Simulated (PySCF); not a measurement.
Input of a run (PBE0-D3(BJ)/def2-SVP geometry optimisation, gas phase, def2 core potentials past Kr (PySCF 2.14.0)), started from GFN2-xTB:
```
{"job": {"xc": "PBE0", "basis": "def2-SVP", "d3": "d3bj", "grid": 1, "maxiter": 30, "shake": 0.01, "kind": "geom"}, "charge": 0, "multiplicity": 1}
C     -2.692090    -0.443530     0.114210
Si    -1.050070    -0.472990    -0.767690
O     -0.109660     0.567540    -0.015820
Sn     1.778250     1.320080     0.074700
P      2.999240    -0.692040     0.793870
H     -3.130620     0.589440     0.102890
H     -3.408400    -1.077490    -0.385910
H     -2.610650    -0.730140     1.138770
H     -1.153770    -0.095080    -2.159510
H     -0.446020    -1.811850    -0.678930
H      1.856700     2.138030    -1.422650
H      1.447310     2.535590     1.229830
H      2.390940    -1.434160    -0.220380
H      4.121690    -0.408490     0.049490
```

Output (energies in Eh, forces in Eh/bohr):
```
step   0  E = -963.25845274  max force = 0.040443
step   1  E = -963.27232729  max force = 0.007294
step   2  E = -963.27300584  max force = 0.005324
step   3  E = -963.27329925  max force = 0.002287
step   4  E = -963.27339093  max force = 0.001708
step   5  E = -963.27344277  max force = 0.000979
step   6  E = -963.27348649  max force = 0.001020
step   7  E = -963.27353303  max force = 0.000955
step   8  E = -963.27356291  max force = 0.000982
step   9  E = -963.27358820  max force = 0.000682
step  10  E = -963.27361002  max force = 0.000677
step  11  E = -963.27365157  max force = 0.000864
step  12  E = -963.27371722  max force = 0.001106
step  13  E = -963.27380290  max force = 0.001097
step  14  E = -963.27385958  max force = 0.000773
step  15  E = -963.27389437  max force = 0.000673
step  16  E = -963.27392244  max force = 0.001142
step  17  E = -963.27392002  max force = 0.000828
step  18  E = -963.27394223  max force = 0.000405
step  19  E = -963.27391330  max force = 0.000364
step  20  E = -963.27390725  max force = 0.000382
step  21  E = -963.27391844  max force = 0.000388
step  22  E = -963.27392715  max force = 0.000449
step  23  E = -963.27393403  max force = 0.000466
step  24  E = -963.27394292  max force = 0.000429
optimisation converged
```

**Question.** Summarise the run.

**Answer.** The energy falls by 40.7 kJ/mol over 25 energy and gradient evaluations, the largest force component goes from 0.0404 to 4.3e-04 Eh/bohr, and the atoms move by 0.410 Å rms after alignment. The bond that changes most is Si2–O3 (ends: oxygen-bound silicon; oxygen bonded to Si and Sn), which lengthens by 0.064 Å. Bonds longer at the end by more than 0.005 Å: 9 of 13; shorter: 2. Among the angles that change most is P5–Sn4–H11, from 128.7° to 115.0°. Among the dihedrals that turn most is H12–Sn4–P5–H13, from 153° to -158°. The energy rose by more than 1e-6 Eh at steps 17, 19 and 20. The first step brought 90 % of the lowering.

**Question.** What are the final bond lengths?

**Answer.** C1–Si2 1.868 Å, Si2–O3 1.656 Å, O3–Sn4 1.987 Å, Sn4–P5 2.517 Å, C1–H6 1.101 Å, C1–H7 1.102 Å, C1–H8 1.101 Å, Si2–H9 1.499 Å, Si2–H10 1.505 Å, Sn4–H11 1.716 Å, Sn4–H12 1.712 Å, P5–H13 1.429 Å, P5–H14 1.433 Å. Numbering counts from 1 in the input's order; the species is `C[SiH2][O][SnH2][PH2]`.

The run used 135 basis functions and 163 SCF cycles in all. Time: 3.5 min; peak memory 0.53 GiB. Hardware: an Intel Xeon at 2.60 GHz with one thread, shared host with 128 logical CPUs at a one-minute load of 16.

PBE0-D3(BJ)/def2-SVP frequencies: not computed here. The numbers are those of one conformer.
